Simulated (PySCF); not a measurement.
# Löwdin shares of the frontier orbitals

(MgTe)4 ring, Mg4Te4.
Geometry (PBE0-D3(BJ)/def2-SVP, Å), atoms numbered from 1 in this order:
```
atom  x, y, z in Å
Mg1   -1.826   -1.874    0.156
Te2   -2.641   -0.846    2.409
Mg3   -0.785    0.988    2.273
Te4    1.061    2.827    2.109
Mg5    1.848    1.857   -0.183
Te6    2.639    0.860   -2.462
Mg7    0.831   -1.017   -2.285
Te8   -0.989   -2.881   -2.101
```

Level of theory: TDDFT wB97X-D/def2-SVPD, vertical, gas phase, core orbitals frozen in the response, def2 core potentials past Kr in PySCF. Spin–orbit coupling is left out.

Frontier orbitals with the atoms that hold most of them (Löwdin shares over 4%, at most four atoms; ? is withheld):

| orbital | ε (eV) | atoms |
| --- | --- | --- |
| LUMO+2 | 0.08 | Mg7 21%, Mg3 21%, Mg5 10%, Mg1 10% |
| LUMO+1 | -0.62 | Mg1 17%, Mg3 17%, Mg7 17%, Mg5 17% |
| LUMO | ? | ? |
| HOMO | -7.97 | Te8 20%, Te6 20%, Te2 20%, Te4 19% |
| HOMO-1 | -8.22 | Te6 27%, Te2 26%, Te8 13%, Te4 13% |
| HOMO-2 | -8.22 | Te4 26%, Te8 26%, Te2 13%, Te6 13% |
| HOMO-3 | -8.50 | Te4 20%, Te2 20%, Te6 20%, Te8 20% |

**Question.** Which atoms hold the LUMO, and with what shares?

**Answer.** Mg7 (bonded to 2 Te) 14%; Mg3 (bonded to 2 Te) 14%; Mg5 (bonded to 2 Te) 14%; Mg1 (bonded to 2 Te) 14%.

**Question.** What is the LUMO energy, and the HOMO–LUMO gap?

**Answer.** ε(LUMO) = -1.27 eV; the gap is 6.70 eV (0.2462 hartree).

Within 0.005 eV of a neighbour in this list lie HOMO-2/HOMO-1.

**Question.** The HOMO–LUMO gap is 6.70 eV. Where does the response calculation put the lowest singlet, and from which orbitals?

**Answer.** S1 is at 3.07 eV (f = 0.0000), 3.63 eV below the gap, made of HOMO→LUMO (90%). 

**Question.** One configuration dominates each of S1 and S5. Which, and how do the shares of the two leading atoms of either orbital change from the occupied to the empty one?

**Answer.** 
- S1 (3.07 eV, f 0.0000), HOMO→LUMO (90%): Te8 20% → at most 15%, Te6 20% → at most 15%, Mg7 at most 20% → 14%, Mg3 at most 20% → 14%
- S5 (3.71 eV, f 0.0000), HOMO→LUMO+1 (72%): Te8 20% → at most 17%, Te6 20% → at most 17%, Mg1 at most 20% → 17%, Mg3 at most 20% → 17%

Orbitals of the list HOMO-3 to LUMO+2 that lie within 0.01 eV of each other are written together with a slash and their weights summed (≥ marks a lower bound); for degenerate orbitals outside that list single weights are arbitrary.
